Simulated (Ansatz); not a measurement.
Abridged output of a molecular run in Ansatz:

```
Functional definition: HF
1608 factors; integrals over basis functions are off by at most 1.0e-3 eV
mean field evaluation 1: about -35821.5725 eV, gradient 4.8e1 eV
mean field evaluation 2: about -35821.8171 eV, gradient 4.8e1 eV
mean field evaluation 4: about -35826.8260 eV, gradient 4.4e0 eV
mean field evaluation 8: about -35826.9334 eV, gradient 4.8e-1 eV
mean field evaluation 16: about -35826.9355 eV, gradient 1.6e-6 eV
mean field -35826.93545930 eV, -1316.6155937602 hartree, gradient 1.6e-6 eV, S^2 0.000000; 0 other end points of the search recorded, 0 dependent functions left out
16 core orbitals not correlated: weight in the atoms' cores, before any rotation towards them, 1.000 or more for the frozen orbitals, at most 0.000 for the correlated occupied ones
reference -35826.93545930 eV, -1316.6155937602 hartree; 20, 20 occupied and 233, 233 virtual orbitals, 1608 factors
second order -30.83309167 eV of doubles, -0.00000000 eV of singles
cycle   1  -30.96391265 eV  change   -1.3e-1 eV  update   1.8e-1
cycle   2  -31.73711085 eV  change   -7.7e-1 eV  update   7.5e-2
cycle   3  -32.02324474 eV  change   -2.9e-1 eV  update   3.5e-2
cycle   4  -32.00476223 eV  change    1.8e-2 eV  update   1.1e-2
cycle   5  -31.99549675 eV  change    9.3e-3 eV  update   4.5e-3
cycle   6  -31.99664949 eV  change   -1.2e-3 eV  update   1.5e-3
cycle   7  -31.99635157 eV  change    3.0e-4 eV  update   7.1e-4
cycle   8  -31.99628566 eV  change    6.6e-5 eV  update   2.7e-4
cycle   9  -31.99649550 eV  change   -2.1e-4 eV  update   1.1e-4
cycle  10  -31.99652177 eV  change   -2.6e-5 eV  update   4.3e-5
perturbative correction -1.58203011 eV, -0.0581385341 hartree
Total energy: -35860.51401117 eV, -1317.8495827812 hartree
```

Its atoms:

Z-matrix (Å, degrees):
```
Zr
S 1 2.438
S 1 2.435 2 106.3
O 1 1.894 2 114.0 3 120.1
S 1 2.445 2 105.8 3 -118.3
H 2 1.349 1 90.6 3 -178.2
H 3 1.348 1 89.8 2 -79.7
H 4 0.954 1 165.5 2 -1.1
H 5 1.348 1 91.5 2 -155.5
```

Problem. Which basis set was used?
A. def2-QZVPP
B. def2-TZVPP
C. cc-pV(D+d)Z
D. def2-TZVPPD

Solution. B. It gives 269 functions.

Problem. Write the keys of the input that set method, charge and spin (a neutral closed shell needs none for the last two).

Solution. 
```yaml
correlation: {method: ccsd_t}
```
